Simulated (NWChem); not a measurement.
System: C₄H₁₁Ge, doublet; SMILES [GeH3][CH]C(C)C

Here is an NWChem input.

```
start job
memory heap 200 mb stack 900 mb global 1100 mb
geometry units angstroms noautoz
  C     -1.374530    -2.183966     0.097351
  C     -0.063792    -1.475635    -0.266189
  C      1.125017    -2.434009    -0.142454
  C      0.138173    -0.257914     0.584919
  Ge     0.096353     1.554325    -0.059427
  H     -1.537086    -3.064098    -0.545589
  H     -1.353746    -2.530785     1.143560
  H     -2.239936    -1.513916    -0.017103
  H     -0.135336    -1.166749    -1.325297
  H      1.237488    -2.783704     0.897053
  H      2.066844    -1.946834    -0.436443
  H      0.985049    -3.320402    -0.781858
  H      0.275304    -0.438407     1.659946
  H      0.603990     2.519915     1.027625
  H     -1.337586     1.976238    -0.459263
  H      0.978142     1.690007    -1.320311
end
basis spherical
  C library def2-svpd
  Ge library def2-svpd
  H library def2-svpd
end
dft
  odft
  mult 2
  xc hfexch
  iterations 150
  semidirect filesize 400000000
  mulliken
end
task dft energy
```

Excerpt of the output:

```
             Northwest Computational Chemistry Package (NWChem) 7.3.0
             --------------------------------------------------------

 C1  symmetry detected

                             Geometry "geometry" -> ""
                             -------------------------

 Output coordinates in angstroms (scale by  1.889725989 to convert to a.u.)

  No.       Tag          Charge          X              Y              Z
 ---- ---------------- ---------- -------------- -------------- --------------
    1 C                    6.0000    -1.29616092    -2.26351407    -0.01324849
    2 C                    6.0000     0.00438911    -1.49220123    -0.26932342
    3 C                    6.0000     1.22357398    -2.39434475    -0.05302909
    4 C                    6.0000     0.07997333    -0.27140372     0.59783262
    5 Ge                  32.0000     0.00393124     1.54065704    -0.04387935
    6 H                    1.0000    -1.36508564    -3.14648435    -0.66902399
    7 H                    1.0000    -1.34247612    -2.61517450     1.03052280
    8 H                    1.0000    -2.18042840    -1.63422196    -0.19506357
    9 H                    1.0000     0.00298720    -1.18074098    -1.33009172
   10 H                    1.0000     1.26922127    -2.74452779     0.99138428
   11 H                    1.0000     2.16172510    -1.86169540    -0.26974151
   12 H                    1.0000     1.17715433    -3.28252807    -0.70348791
   13 H                    1.0000     0.13933264    -0.45162629     1.67998880
   14 H                    1.0000     0.37699053     2.52257692     1.08235400
   15 H                    1.0000    -1.41191684     1.89705649    -0.55614306
   16 H                    1.0000     0.97604314     1.72512318    -1.22994874

 Effective nuclear repulsion energy (a.u.)     335.9209344932

  xc_inp: hfexch multiplicative factor not found.

                                 NWChem DFT Module
                                 -----------------

 Summary of "ao basis" -> "ao basis" (spherical)
 ------------------------------------------------------------------------------
       Tag                 Description            Shells   Functions and Types
 ---------------- ------------------------------  ------  ---------------------
 C                         def2-svpd                 8       20   4s2p2d
 Ge                        def2-svpd                14       38   6s4p4d
 H                         def2-svpd                 4        8   2s2p

            General Information
            -------------------
          SCF calculation type: DFT
          Wavefunction type:  spin polarized.
          No. of atoms     :    16
          No. of electrons :    67
           Alpha electrons :    34
            Beta electrons :    33
          Charge           :     0
          Spin multiplicity:     2
          Use of symmetry is: off; symmetry adaption is: off
          Maximum number of iterations: 150
          AO basis - number of functions:   206
                     number of shells:    90
          Convergence on energy requested:  1.00D-06
          Convergence on density requested:  1.00D-05
          Convergence on gradient requested:  5.00D-04

              XC Information
              --------------
                     Hartree-Fock (Exact) Exchange  1.000

      Superposition of Atomic Density Guess
      -------------------------------------

 Sum of atomic energies:       -2231.03593995

      Non-variational initial energy
      ------------------------------

 Total energy =   -2234.193655
 1-e energy   =   -3769.886260
 2-e energy   =    1199.771671
 HOMO         =      -0.159297
 LUMO         =       0.053435

------------------------------------------------------------
EAF file 0: "./job.aoints.0" size=1088421888 bytes
------------------------------------------------------------
               write      read    awrite     aread      wait
               -----      ----    ------     -----      ----
     calls:     2076         0         0         0         0
   data(b): 1.09e+09  0.00e+00  0.00e+00  0.00e+00
   time(s): 0.00e+00  0.00e+00  0.00e+00  0.00e+00  0.00e+00
rate(mb/s): 0.00e+00  0.00e+00
------------------------------------------------------------

     ---------------------------------------------
      Total Density - Mulliken Population Analysis
     ---------------------------------------------

    Atom       Charge   Shell Charges
 -----------   ------   -------------------------------------------------------
    1 C    6     5.78   1.99  1.00 -0.29  0.06  2.04  0.93  0.02  0.02
    2 C    6     7.47   1.99  0.97 -0.07  0.28  1.93  1.48  0.05  0.85
    3 C    6     5.75   1.99  1.00 -0.31  0.05  2.04  0.91  0.02  0.04
    4 C    6     6.20   1.99  1.02  0.26 -0.02  1.85  1.04  0.02  0.05
    5 Ge  32    31.97   2.00  2.00  2.00  1.09  0.50 -0.04  6.00  5.98  1.23  1.06  8.13  1.82  0.15  0.06
    6 H    1     0.83   0.69  0.08  0.02  0.04
    7 H    1     0.83   0.69  0.08  0.02  0.04
    8 H    1     0.91   0.69  0.14  0.02  0.06
    9 H    1     0.88   0.70  0.04  0.02  0.11
   10 H    1     0.82   0.69  0.08  0.02  0.03
   11 H    1     0.89   0.69  0.13  0.02  0.05
   12 H    1     0.83   0.69  0.09  0.02  0.04
   13 H    1     0.91   0.69  0.18  0.03  0.02
   14 H    1     0.98   0.69  0.29  0.01 -0.01
   15 H    1     0.97   0.68  0.28  0.01 -0.00
   16 H    1     0.98   0.68  0.29  0.01 -0.00

     --------------------------------------------
      Spin Density - Mulliken Population Analysis
     --------------------------------------------

    Atom       Charge   Shell Charges
 -----------   ------   -------------------------------------------------------
    1 C    6     0.05   0.00  0.01 -0.01  0.02  0.03  0.01  0.00 -0.01
    2 C    6     0.01   0.00 -0.00  0.00  0.00  0.01  0.01  0.01 -0.02
    3 C    6     0.04   0.00  0.01 -0.01  0.02  0.02  0.01  0.00 -0.01
    4 C    6     0.74   0.00  0.00  0.00  0.00  0.41  0.34  0.00 -0.01
    5 Ge  32     0.06   0.00  0.00  0.00  0.00 -0.00  0.00  0.00  0.00  0.00 -0.00  0.00 -0.00  0.03  0.03
    6 H    1     0.02   0.01  0.01  0.00 -0.00
    7 H    1    -0.00   0.00 -0.00  0.00  0.00
    8 H    1    -0.01   0.00 -0.02  0.00  0.00
    9 H    1     0.00   0.00 -0.00  0.00  0.00
   10 H    1     0.00   0.00 -0.00  0.00  0.00
   11 H    1    -0.01   0.00 -0.02  0.00  0.01
   12 H    1     0.01   0.01  0.01  0.00 -0.00
   13 H    1     0.03   0.00  0.00  0.00  0.02
   14 H    1     0.00   0.00  0.00 -0.00  0.00
   15 H    1     0.04   0.03  0.01 -0.00  0.00
   16 H    1     0.02   0.02  0.00 -0.00  0.00

   convergence    iter        energy       DeltaE   RMS-Dens  Diis-err
 ---------------- ----- ----------------- --------- --------- ---------
 d= 0,ls=0.0,diis     1  -2232.7484929276 -2.57D+03  2.86D-03  7.57D-02
                                                     2.37D-03  8.65D-02
 d= 0,ls=0.0,diis     2  -2232.8162696219 -6.78D-02  1.23D-03  7.99D-03
                                                     1.01D-03  8.63D-03
 d= 0,ls=0.0,diis     3  -2232.8239381371 -7.67D-03  3.93D-04  1.93D-03
                                                     3.10D-04  2.40D-03
 d= 0,ls=0.0,diis     4  -2232.8251817845 -1.24D-03  1.67D-04  1.07D-04
                                                     1.30D-04  1.75D-04
 d= 0,ls=0.0,diis     5  -2232.8254107187 -2.29D-04  9.05D-05  4.11D-05
                                                     7.62D-05  3.38D-05
  Resetting Diis
 d= 0,ls=0.0,diis     6  -2232.8254808589 -7.01D-05  5.57D-05  6.60D-06
                                                     5.02D-05  1.02D-05
 d= 0,ls=0.0,diis     7  -2232.8254999837 -1.91D-05  8.60D-06  7.77D-07
                                                     9.71D-06  1.11D-06
 d= 0,ls=0.0,diis     8  -2232.8255012540 -1.27D-06  5.51D-06  3.39D-07
                                                     6.86D-06  4.15D-07
 d= 0,ls=0.0,diis     9  -2232.8255018291 -5.75D-07  6.79D-06  1.39D-07
                                                     8.09D-06  1.76D-07

         Total DFT energy =    -2232.825501829118
      One electron energy =    -3774.881063560293
           Coulomb energy =     1308.272464271975
    Exchange-Corr. energy =     -102.137837034036
 Nuclear repulsion energy =      335.920934493235

 Numeric. integr. density =        0.000000000000

                    DFT Final Alpha Molecular Orbital Analysis
                    ------------------------------------------

 Vector   32  Occ=1.000000D+00  E=-4.588080D-01
              MO Center=  2.7D-01,  1.5D+00,  1.1D-01, r^2= 3.7D+00
   Bfn.  Coefficient  Atom+Function         Bfn.  Coefficient  Atom+Function
  ----- ------------  ---------------      ----- ------------  ---------------
   183      0.309439  14 H  s                95      0.269520   5 Ge pz
   199     -0.246810  16 H  s               184      0.185239  14 H  s
    98      0.183518   5 Ge pz              144      0.171354   9 H  s
    92     -0.167256   5 Ge pz               67     -0.157501   4 C  pz
   200     -0.138144  16 H  s               175     -0.136414  13 H  s

 Vector   33  Occ=1.000000D+00  E=-4.401622D-01
              MO Center=  6.2D-02, -3.6D-01,  1.8D-01, r^2= 4.3D+00
   Bfn.  Coefficient  Atom+Function         Bfn.  Coefficient  Atom+Function
  ----- ------------  ---------------      ----- ------------  ---------------
    66      0.327662   4 C  py               26     -0.253115   2 C  py
    63      0.251957   4 C  s                94     -0.235114   5 Ge py
    69      0.215069   4 C  py               29     -0.187168   2 C  py
   143     -0.166344   9 H  s                46      0.159884   3 C  py
   183     -0.157956  14 H  s                24     -0.155039   2 C  s

 Vector   34  Occ=1.000000D+00  E=-3.514715D-01
              MO Center= -6.4D-03, -2.4D-01,  3.3D-01, r^2= 3.0D+00
   Bfn.  Coefficient  Atom+Function         Bfn.  Coefficient  Atom+Function
  ----- ------------  ---------------      ----- ------------  ---------------
    68      0.556717   4 C  px               65      0.530151   4 C  px
   136      0.209190   8 H  s               160     -0.208629  11 H  s
   191      0.152145  15 H  s                 8      0.142537   1 C  px
    25     -0.132996   2 C  px                4     -0.126336   1 C  s
    48      0.119248   3 C  px                5      0.115315   1 C  px

 Vector   35  Occ=0.000000D+00  E= 8.284070D-02
              MO Center= -5.1D-03,  1.7D+00, -3.5D-04, r^2= 1.3D+01
   Bfn.  Coefficient  Atom+Function         Bfn.  Coefficient  Atom+Function
  ----- ------------  ---------------      ----- ------------  ---------------
    85      7.381590   5 Ge s                86     -5.233128   5 Ge s
    24      1.558854   2 C  s                44     -1.120272   3 C  s
     4     -0.997811   1 C  s               144     -0.971072   9 H  s
   176     -0.959070  13 H  s               184     -0.901855  14 H  s
    40      0.856424   2 C  d  2            192     -0.796472  15 H  s

 Vector   36  Occ=0.000000D+00  E= 1.041897D-01
              MO Center=  9.0D-03, -4.7D-01,  3.6D-02, r^2= 1.8D+01
   Bfn.  Coefficient  Atom+Function         Bfn.  Coefficient  Atom+Function
  ----- ------------  ---------------      ----- ------------  ---------------
    64      3.867492   4 C  s                86     -2.888557   5 Ge s
    44      2.745342   3 C  s                 4      2.667996   1 C  s
    85      2.259219   5 Ge s                43      2.152754   3 C  s
   176     -2.040609  13 H  s                 3      1.926605   1 C  s
   152     -1.714413  10 H  s               128     -1.681953   7 H  s

 Vector   37  Occ=0.000000D+00  E= 1.259787D-01
              MO Center= -8.2D-02, -3.4D-01,  1.9D-01, r^2= 1.6D+01
   Bfn.  Coefficient  Atom+Function         Bfn.  Coefficient  Atom+Function
  ----- ------------  ---------------      ----- ------------  ---------------
    64      8.289334   4 C  s                85     -3.234694   5 Ge s
   168      2.620148  12 H  s                44     -2.543202   3 C  s
    24     -2.433102   2 C  s                 4     -2.357857   1 C  s
   120      2.365010   6 H  s               144      2.214240   9 H  s
    97      2.079736   5 Ge py               43     -1.768999   3 C  s

                     DFT Final Beta Molecular Orbital Analysis
                     -----------------------------------------

 Vector   31  Occ=1.000000D+00  E=-4.572213D-01
              MO Center= -2.2D-01,  1.7D+00, -5.7D-01, r^2= 2.5D+00
   Bfn.  Coefficient  Atom+Function         Bfn.  Coefficient  Atom+Function
  ----- ------------  ---------------      ----- ------------  ---------------
   191     -0.319723  15 H  s                93      0.305211   5 Ge px
   199      0.292602  16 H  s                96      0.203473   5 Ge px
    90     -0.187783   5 Ge px              192     -0.186884  15 H  s
   200      0.176874  16 H  s                87      0.061249   5 Ge px
   102     -0.058164   5 Ge d  1             95     -0.055751   5 Ge pz

 Vector   32  Occ=1.000000D+00  E=-4.552540D-01
              MO Center=  1.9D-01,  1.5D+00,  1.9D-01, r^2= 4.0D+00
   Bfn.  Coefficient  Atom+Function         Bfn.  Coefficient  Atom+Function
  ----- ------------  ---------------      ----- ------------  ---------------
   183      0.321001  14 H  s                95      0.262330   5 Ge pz
   199     -0.207774  16 H  s               184      0.191016  14 H  s
    98      0.190048   5 Ge pz               92     -0.161699   5 Ge pz
    67     -0.152399   4 C  pz              144      0.143592   9 H  s
   191     -0.142056  15 H  s               175     -0.139075  13 H  s

 Vector   33  Occ=1.000000D+00  E=-4.230897D-01
              MO Center=  3.6D-02, -1.1D-01,  1.6D-01, r^2= 4.0D+00
   Bfn.  Coefficient  Atom+Function         Bfn.  Coefficient  Atom+Function
  ----- ------------  ---------------      ----- ------------  ---------------
    66      0.331803   4 C  py               94     -0.278532   5 Ge py
    63      0.271555   4 C  s                26     -0.236953   2 C  py
    97     -0.195818   5 Ge py               69      0.183742   4 C  py
    29     -0.179367   2 C  py               24     -0.162922   2 C  s
    91      0.161143   5 Ge py              176     -0.148950  13 H  s

 Vector   34  Occ=0.000000D+00  E= 8.348727D-02
              MO Center=  6.3D-01,  1.0D+00,  1.3D-01, r^2= 1.1D+01
   Bfn.  Coefficient  Atom+Function         Bfn.  Coefficient  Atom+Function
  ----- ------------  ---------------      ----- ------------  ---------------
    85      5.862211   5 Ge s                86     -4.141615   5 Ge s
    44     -1.969368   3 C  s                24      1.152530   2 C  s
   160      1.144140  11 H  s               136     -0.941920   8 H  s
   144     -0.766771   9 H  s               200     -0.677528  16 H  s
   184     -0.667083  14 H  s               176     -0.657196  13 H  s

 Vector   35  Occ=0.000000D+00  E= 8.429334D-02
              MO Center= -5.1D-01,  6.3D-01,  3.6D-01, r^2= 9.6D+00
   Bfn.  Coefficient  Atom+Function         Bfn.  Coefficient  Atom+Function
  ----- ------------  ---------------      ----- ------------  ---------------
    85      4.513675   5 Ge s                86     -3.254941   5 Ge s
     4     -2.074775   1 C  s               160     -1.251569  11 H  s
   136      1.219917   8 H  s                24      0.923464   2 C  s
     3     -0.801217   1 C  s                44      0.733740   3 C  s
   176     -0.735877  13 H  s               128      0.716955   7 H  s

[...]
```

Level: UHF/def2-SVPD. Coordinates come from a PBE0/def2-SVP, spin-unrestricted optimisation. Not confirmed as a minimum by frequencies. No stability test was run on the SCF state.
